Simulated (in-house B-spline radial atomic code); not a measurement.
Dy IV (Dy3+) is squeezed into an impenetrable sphere of radius R (the orbitals vanish at R). Level of theory: Dirac-Kohn-Sham LDA VWN5, spherical fractional occupations, Fermi nucleus of rms radius 5.2218 fm; calculated with a radial B-spline atomic code at the basis-set limit.

Energies in eV above the free ion in [Xe] 4f9:

```
R (bohr)  highest level (eV)  [Xe] 4f9  [Kr] 4d10 4f9 5s2 5p5 5f1  [Kr] 4d10 4f9 5s2 5p5 5d1
    9.76               -34.6         0                      46.98                      29.33
    5.97               -34.6  0.001027                      48.57                      29.36
    4.67               -34.5   0.05772                       52.2                      29.66
    4.06               -34.2    0.3766                       56.3                      30.49
    3.66               -33.7     1.266                      61.14                      32.11
    2.85               -29.1     14.03                      88.83                      48.74
    2.52               -23.6     36.98                      122.7                       75.2
    2.19               -13.1        98                      199.6                      142.1
    1.79                13.5     330.6                      460.8                      387.4
    1.32                 185      1592                       1763                       1676
```

Task: Does [Kr] 4d10 4f9 5s2 5p5 5f1 fall below [Xe] 4f9 under compression?

Result: No, it stays above over the whole range.

Task: Does [Kr] 4d10 4f9 5s2 5p5 5d1 fall below [Xe] 4f9 under compression?

Result: No, it stays above over the whole range.

The highest level is first positive in the row R = 1.79 bohr, pushed up by confinement above the zero of the free ion's potential. Each configuration is held fixed and needn't be the lowest in the sphere.
